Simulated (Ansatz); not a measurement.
Correlation energies of `C[N](C)[In][OH]` radical by basis set

```
atom   x (Å)   y (Å)   z (Å)
  C1  -0.615  -0.312  -1.249
  N2  -0.042   0.686  -0.408
  C3   1.342   0.490  -0.130
 In4  -1.476   1.338   1.632
  O5  -0.851  -0.628   1.891
  H6  -0.817  -1.193  -0.621
  H7  -1.568   0.032  -1.657
  H8   0.052  -0.618  -2.065
  H9   1.417  -0.297   0.636
 H10   1.784   1.400   0.283
 H11   1.911   0.165  -1.010
 H12  -1.137  -1.063   2.697
```

Charge 0, multiplicity 2. Correlated methods include outer-core shells of In, which these sets cover unevenly. In: def2 effective core potential. All single points use the PBE0-D4/def2-TZVP geometry. It is one conformer, not always the lowest. Frozen core, unrestricted reference, the Gaussian-basis code of Ansatz.

```csv
basis,HF (Eh),MP2 corr.
def2-SVP,-398.16203,-0.69491
def2-TZVPP,-398.41642,-1.05812
def2-QZVPP,-398.42801,-1.30409
```

(1) Estimate the CCSD correlation energy and the (T) correction in each basis where they were run (hartree).

Results:

(1) 
| basis | CCSD corr. | (T) |
| --- | --- | --- |
| def2-SVP | -0.75467 | -0.02138 |
